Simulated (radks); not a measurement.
The thallium ion Tl+, [Hg]. Method: non-relativistic Kohn-Sham, exchange-only LDA, spin-polarised, spherical densities, point nucleus; computed with a radial shooting solver on a logarithmic mesh with Libxc functionals. Every spin shell is full or empty, so the densities are truly spherical. Functionals are evaluated on that one density, not self-consistently. Rank these orbital-free kinetic functionals by their error against the exact value of the orbitals, and give that value: Thomas-Fermi, von Weizsacker, TF + vW, TF + vW/9, TF + vW/5, APBEK, revAPBEK, Perdew 92, Pearson, LKT, DePristo-Kress, Ernzerhof.

Answer. Exact: 18948.3 hartree. From best to worst, with 100 (|E| - |E exact|)/|E exact| (equal figures are ties): APBEK +0.04, revAPBEK +0.18, DePristo-Kress -0.20, Ernzerhof -0.48, Perdew 92 -0.68, TF + vW/9 -0.68, Pearson -0.84, TF + vW/5 +2.45, Thomas-Fermi -4.60, LKT +15.82, TF + vW +30.63, von Weizsacker -64.77.
